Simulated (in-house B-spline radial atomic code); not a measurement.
# Ionising Ce3+ with different functionals

Computed with a radial B-spline atomic code at the basis-set limit: four-component Dirac-Coulomb Hamiltonian, Fermi nucleus of rms radius 4.8771 fm, spin-restricted, spherical fractional occupations for the functionals, and exact exchange of hybrids averaged over the configuration. The ionisation energy is the difference of two self-consistent energies, [Xe] 4f1 → [Kr] 4d10 5s2 5p6, without Breit or QED terms; ε is the level of the shell that loses the electron (mean over j). The electron is taken from both j subshells in proportion to 2j + 1, so the result is a j average, not the step between ground levels.

```
   method                    rung  ΔSCF (eV)  -ε(4f) (eV)
    B97-1           global hybrid      37.32        30.67
  LC-wPBE  range-separated hybrid      37.50        33.77
CAM-B3LYP  range-separated hybrid      37.35        32.59
    wB97X  range-separated hybrid      37.21        33.53
```

Task: Among the functionals, which spreads more, the ΔSCF values or the orbital energies?

Result: The orbital energies: ΔSCF values span about 0.29 eV and the orbital energies 3.11 eV; here energy differences depend much less on the functional than eigenvalues do.

Task: How do they compare with the NIST value?

Result: NIST lists 36.91 eV ± 0.009 (semi-empirical, ground level to ground level). Errors run from +0.30 to +0.59 eV; wB97X is closest (+0.30 eV), but part of that can be cancellation, since the calculations leave out Breit-QED terms, spin polarisation, the choice among j levels, multiplet and fine-structure energies.
